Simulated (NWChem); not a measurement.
System: C₃H₆OSi; SMILES C1=C[SiH2]OC1

Here is an NWChem input.

```
start job
memory heap 200 mb stack 900 mb global 1100 mb
geometry units angstroms
  C     -1.317942     0.751223     0.051227
  C     -0.213268     1.271390    -0.467109
  Si     1.149414    -0.016587    -0.308693
  O      0.137119    -1.088298     0.412313
  C     -1.180909    -0.639893     0.588761
  H     -2.284726     1.227234     0.119825
  H     -0.172829     2.260944    -0.887355
  H      2.227808     0.338205     0.610866
  H      1.627644    -0.565656    -1.575272
  H     -1.860181    -1.328577     0.069833
  H     -1.423969    -0.671634     1.658760
end
basis spherical
  * library def2-svp
end
dft
  xc pbe0
  iterations 150
end
driver
  maxiter 120
end
task dft optimize
task dft freq
```

Parts of the log:

```
             Northwest Computational Chemistry Package (NWChem) 7.3.0
             --------------------------------------------------------

 CS  symmetry detected

                             Geometry "geometry" -> ""
                             -------------------------

 Output coordinates in angstroms (scale by  1.889725989 to convert to a.u.)

  No.       Tag          Charge          X              Y              Z
 ---- ---------------- ---------- -------------- -------------- --------------
    1 C                    6.0000     0.64990342     1.34401284     0.00000000
    2 C                    6.0000     1.33917690     0.21067589     0.00000000
    3 Si                  14.0000     0.10146624    -1.20670018     0.00000000
    4 O                    8.0000    -1.17403346    -0.17410355     0.00000000
    5 C                    6.0000    -0.83967525     1.18883568     0.00000000
    6 H                    1.0000     1.05433379     2.34521189     0.00000000
    7 H                    1.0000     2.41456061     0.17891093     0.00000000
    8 H                    1.0000     0.08543023    -2.00985273     1.22028285
    9 H                    1.0000     0.08543023    -2.00985273    -1.22028285
   10 H                    1.0000    -1.28222244     1.66053359    -0.88692503
   11 H                    1.0000    -1.28222244     1.66053359     0.88692503

 Effective nuclear repulsion energy (a.u.)     227.4335183193

      Symmetry information
      --------------------

 Group name             Cs
 Group number              2
 Group order               2
 No. of unique centers     9

                                Z-matrix (autoz)
                                --------

 Units are Angstrom for bonds and degrees for angles

[...]

      ----------------------
      Optimization converged
      ----------------------

  Step       Energy      Delta E   Gmax     Grms     Xrms     Xmax
  ---- ---------------- -------- -------- -------- -------- --------
@    5    -482.07075393 -3.8D-07  0.00006  0.00002  0.00031  0.00087
                                     ok       ok       ok       ok

                                Z-matrix (autoz)
                                --------

 Units are Angstrom for bonds and degrees for angles

[...]

 Rotational Constants
 --------------------
 A=   0.225588 cm-1  (  0.324563 K)
 B=   0.162269 cm-1  (  0.233464 K)
 C=   0.099405 cm-1  (  0.143019 K)

 Temperature                      =   298.15K
 frequency scaling parameter      =   1.0000

 Zero-Point correction to Energy  =   51.898 kcal/mol  (  0.082705 au)
 Thermal correction to Energy     =   55.051 kcal/mol  (  0.087730 au)
 Thermal correction to Enthalpy   =   55.644 kcal/mol  (  0.088674 au)

 Total Entropy                    =   71.784 cal/mol-K
   - Translational                =   39.251 cal/mol-K (mol. weight =  86.0188)
   - Rotational                   =   25.586 cal/mol-K (symmetry #  =        1)
   - Vibrational                  =    6.947 cal/mol-K

 Cv (constant volume heat capacity) =   18.825 cal/mol-K
   - Translational                  =    2.979 cal/mol-K
   - Rotational                     =    2.979 cal/mol-K
   - Vibrational                    =   12.866 cal/mol-K

[normal modes left out]

 ----------------------------------------------------------------------------
 Normal Eigenvalue ||           Projected Infra Red Intensities
  Mode   [cm**-1]  || [atomic units] [(debye/angs)**2] [(KM/mol)] [arbitrary]
 ------ ---------- || -------------- ----------------- ---------- -----------
    1       -0.000 ||    0.000300           0.007         0.292       0.085
    2       -0.000 ||    0.000187           0.004         0.182       0.053
    3        0.000 ||    0.000690           0.016         0.673       0.195
    4        0.000 ||    0.000325           0.007         0.317       0.092
    5        0.000 ||    0.000112           0.003         0.109       0.032
    6        0.000 ||    0.000775           0.018         0.756       0.219
    7      171.324 ||    0.005522           0.127         5.383       1.562
    8      332.202 ||    0.000462           0.011         0.450       0.131
    9      503.855 ||    0.024064           0.555        23.459       6.806
   10      583.485 ||    0.000241           0.006         0.235       0.068
   11      674.631 ||    0.025653           0.592        25.008       7.256
   12      685.520 ||    0.005084           0.117         4.956       1.438
   13      725.378 ||    0.108156           2.495       105.436      30.591
   14      751.468 ||    0.002750           0.063         2.681       0.778
   15      797.072 ||    0.032617           0.753        31.797       9.225
   16      897.256 ||    0.158207           3.650       154.228      44.747
   17      933.514 ||    0.001036           0.024         1.010       0.293
   18      985.663 ||    0.003166           0.073         3.086       0.895
   19     1005.423 ||    0.147137           3.395       143.436      41.616
   20     1035.307 ||    0.004451           0.103         4.339       1.259
   21     1067.989 ||    0.076969           1.776        75.034      21.770
   22     1183.849 ||    0.109177           2.519       106.431      30.879
   23     1228.561 ||    0.001311           0.030         1.278       0.371
   24     1314.674 ||    0.007845           0.181         7.648       2.219
   25     1373.638 ||    0.004972           0.115         4.847       1.406
   26     1472.094 ||    0.004265           0.098         4.158       1.206
   27     1659.938 ||    0.028313           0.653        27.601       8.008
   28     2222.383 ||    0.173505           4.003       169.141      49.074
   29     2233.823 ||    0.152553           3.520       148.716      43.148
   30     3016.398 ||    0.052271           1.206        50.956      14.784
   31     3052.896 ||    0.024447           0.564        23.832       6.915
   32     3177.409 ||    0.008738           0.202         8.518       2.471
   33     3235.088 ||    0.001445           0.033         1.409       0.409
 ----------------------------------------------------------------------------
```

Level: PBE0/def2-SVP.
